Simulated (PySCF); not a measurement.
Excitations are Tamm–Dancoff values on a coarser integration grid. The basis has no diffuse functions, so Rydberg states are missing or too high.

Cartesian coordinates (Å):
SMILES: Bc1cc2cccc(F)cc-2c1
```xyz
20

B     -3.7968    -0.3366    -0.2100
C     -2.2686    -0.1978    -0.1282
C     -1.4804     0.7907    -0.7826
C     -0.1274     0.5974    -0.4698
C      0.9420     1.3701    -0.9256
C      2.3058     1.2294    -0.6512
C      2.9428     0.2774     0.1505
C      2.3906    -0.7741     0.8816
F      3.2835    -1.5255     1.5622
C      1.0612    -1.1708     1.0196
C     -0.0690    -0.5959     0.4441
C     -1.3913    -1.0343     0.6151
H     -4.4460     0.4347    -0.8757
H     -4.3629    -1.2185     0.3907
H     -1.8670     1.5789    -1.4289
H      0.6710     2.1987    -1.5884
H      2.9681     1.9589    -1.1241
H      4.0314     0.3453     0.2328
H      0.9077    -2.0426     1.6631
H     -1.6948    -1.8854     1.2248
```
Charge 0, spin multiplicity 1.

Problem. What S1 oscillator strength, S1–T1 gap (TDA) and HOMO–LUMO gap does TPSSh-D3(BJ)/def2-TZVP // B3LYP-D3(BJ)/def2-SVP run with PySCF 2.14.0 give?

Solution. 
```yaml
S1 oscillator strength: 0.017
S1–T1 gap (TDA): 0.55 eV
HOMO–LUMO gap: 2.11 eV
```
